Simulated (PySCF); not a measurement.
PySCF job for K(I) cation (IK), SMILES [K][I] (connectivity only; charge and spin as stated), charge +1, multiplicity 2, C-PCM-M06-2X/def2-TZVPD. Geometry optimised at PBE0-D3(BJ)/def2-TZVPD. The spin state was assumed, not searched. The def2 effective core potentials stand for the cores of I; spin–orbit coupling is left out.

```python
import numpy as np
from pyscf import gto, scf, dft
from pyscf.solvent import pcm

mol = gto.M(
    atom='''
    K     0.00000000    0.00000000   -2.63487956
    I     0.00000000    0.00000000    0.94457947
    ''',
    basis='def2-TZVPD',
    ecp={'I': 'def2-tzvp'},
    charge=1,
    spin=1,
    max_memory=1600,
    verbose=3,
)
mf = dft.UKS(mol, xc='m06-2x').density_fit(auxbasis='def2-universal-jkfit')
mf.grids.level = 4
mf.conv_tol = 1e-9
mf.max_cycle = 100
mf.kernel()
fine, coarse = mf.grids, dft.Grids(mol).set(level=1).build(with_non0tab=True)
for _ in range(3):  # follow internal instabilities
    mf.grids = coarse
    mo, _, stable, _ = mf.stability(return_status=True, nroots=4)
    mf.grids = fine
    if stable:
        break
    mf.kernel(mf.make_rdm1(mo, mf.mo_occ))
res = {}
for name, eps in {'water': 78.355, '2-propanol': 19.264, 'n-hexane': 1.8819}.items():
    s = mf.PCM()
    s.with_solvent.method, s.with_solvent.eps, s.with_solvent.lebedev_order = 'C-PCM', eps, 29
    s.kernel(mf.make_rdm1())
    res[name] = (s.e_tot, eps, s.dip_moment(), s.mo_energy, s.converged)
    print(f'{name}: electrostatic solvation free energy {(s.e_tot - mf.e_tot) * 627.509474:.3f} kcal/mol')
```

It prints:

```

WARN: HOMO -1.04950556156546 >= LUMO -1.04950556156546


WARN: HOMO -0.395690985747051 >= LUMO -0.395688679371402

converged SCF energy = -897.363758535379  <S^2> = 0.75519622  2S+1 = 2.0051895
<class 'pyscf.df.df_jk.DFUKS'> wavefunction is stable in the internal stability analysis

WARN: PCM is an experimental feature. It is still in testing.
Features and APIs may be changed in the future.

converged SCF energy = -897.439916310121  <S^2> = 0.75521547  2S+1 = 2.0052087

WARN: System has nonzero charge 1; the dipole moment is origin-dependent.
Location of origin: [0. 0. 0.]

Dipole moment(X, Y, Z, Debye): -0.00000, -0.00000, -11.36125
water: electrostatic solvation free energy -47.790 kcal/mol

WARN: PCM is an experimental feature. It is still in testing.
Features and APIs may be changed in the future.

converged SCF energy = -897.436866267376  <S^2> = 0.75521442  2S+1 = 2.0052076

WARN: System has nonzero charge 1; the dipole moment is origin-dependent.
Location of origin: [0. 0. 0.]

Dipole moment(X, Y, Z, Debye): -0.00000,  0.00000, -11.33175
2-propanol: electrostatic solvation free energy -45.876 kcal/mol

WARN: PCM is an experimental feature. It is still in testing.
Features and APIs may be changed in the future.

converged SCF energy = -897.399733520292  <S^2> = 0.75520396  2S+1 = 2.0051972

WARN: System has nonzero charge 1; the dipole moment is origin-dependent.
Location of origin: [0. 0. 0.]

Dipole moment(X, Y, Z, Debye): -0.00000,  0.00000, -11.01538
n-hexane: electrostatic solvation free energy -22.575 kcal/mol
```

The run converged.
